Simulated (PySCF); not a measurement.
# Si3H7NF2

The system: Si3H7NF2, a small molecule; neutral, singlet. The structure, one conformer, was relaxed in the gas phase by PBE0-D3(BJ)/def2-SVP. No frequency run checks that it is a minimum.

SMILES: F[SiH](F)N([SiH3])[SiH3]

Coordinates in Å:
```
Si1     1.429   -1.000    0.021
F2      0.916   -2.487    0.395
N3      0.038   -0.003    0.017
Si4    -1.573   -0.724    0.146
Si5     0.187    1.742   -0.179
F6      2.095   -1.105   -1.443
H7      2.490   -0.584    0.955
H8     -2.536    0.410    0.005
H9     -1.769   -1.377    1.471
H10    -1.812   -1.716   -0.939
H11     1.647    2.057   -0.192
H12    -0.469    2.455    0.957
H13    -0.433    2.200   -1.456
```

Shieldings: GIAO PBE0/pcSseg-1. Shifts are against computed references at the same level: H TMS (σ 31.27 ppm), Si TMS (σ 352.0 ppm). Core levels by delta-SCF with SCAN, pcX-2 on the ionised atom and pcseg-1 elsewhere, spin-free X2C (2p3/2 is the spin-free 2p value less a third of a first-order spin-orbit splitting); from the vacuum level, for chosen atoms.

(1) Give the NMR and core-level values of the distinct atoms.

(2) Which of Si1, Si4 holds its core electrons tightest, and by how much against the loosest?

(3) By CAM-B3LYP/def2-SVPD (TDDFT singlets, Tamm-Dancoff triplets, ionisation by delta-SCF), where does absorption start, and what does vertical ionisation take?

Answers

(1) 
| atoms | bonded to | σ (ppm) | δ (ppm) | core level (eV) |
| --- | --- | --- | --- | --- |
| Si1 | 2 F + 1 N + 1 H | 394.0 | -42.0 | 2p3/2 109.17 |
| F2 | 1 Si | 324.4 | - | 1s 692.82 |
| N3 | 3 Si | 253.0 | - | 1s 404.47 |
| Si4 | 1 N + 3 H | 397.6 | -45.6 | 2p3/2 107.53 |
| Si5 | 1 N + 3 H | 405.3 | -53.3 | - |
| F6 | 1 Si | 305.3 | - | 1s 692.69 |
| H7 | 1 Si | 26.59 | 4.68 | - |
| H8 H9 H10 | 1 Si | 26.53 | 4.74 | - |
| H11 H12 H13 | 1 Si | 26.64 | 4.63 | - |

Values are those of this one static structure, with the three H of a rotating XH3 group averaged; atoms that internal rotation interchanges would show their mean in an NMR spectrum.

(2) Si1 (bonded to 2 F + 1 N + 1 H), by 1.63 eV over Si4 (bonded to 1 N + 3 H).

(3) The lowest singlet lies at 6.86 eV (f 0.002), the strongest of the first 6 at 7.82 eV (f 0.061), the lowest triplet at 6.50 eV; vertical ionisation takes 10.24 eV.

The 3 runs behind this took 2 min in all, one thread each of Arm Neoverse V1 on a shared host, launched as `OMP_NUM_THREADS=1 python cluster_run.py task.json out`.
